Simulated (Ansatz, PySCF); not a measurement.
Al(Me)(F)2 (CH3AlF2), SMILES [CH3][Al]([F])[F].

The structure is a stationary point at B3LYP-D3(BJ)/def2-SVP. The isomer is the one that the SMILES or the coordinates give; other isomers of the formula were not compared.

Vertical ionisation energy (IE) and electron affinity (EA) in eV. Rows of orbital energies are one-electron estimates. Where ΔSCF, EOM or ADC give a negative EA the extra electron is unbound and the value depends on the basis.

```json
[
 {"level": "−ε(HOMO), −ε(LUMO), M06-2X/def2-TZVPD (PySCF)", "IE": "10.65", "EA": "0.67"},
 {"level": "−ε(HOMO), −ε(LUMO), PBE/def2-TZVPD (PySCF)", "IE": "8.00", "EA": "1.67"},
 {"level": "ΔSCF, PBE0/def2-SVPD (Ansatz), final states of multiplicity 2 and 2", "IE": "11.94", "EA": "-0.35"},
 {"level": "ΔSCF, PBE/def2-SVPD (Ansatz), final states of multiplicity 2 and 2", "IE": "11.62", "EA": "-0.22"}
]
```

What vertical singlet–triplet gap does ΔSCF give with PBE0/def2-SVPD (Ansatz, a first-principles code) and with PBE/def2-SVPD (Ansatz)? (An estimate is asked for; the answer gives what the named calculation found.)

6.81 and 6.42 eV (triplet above singlet where positive).
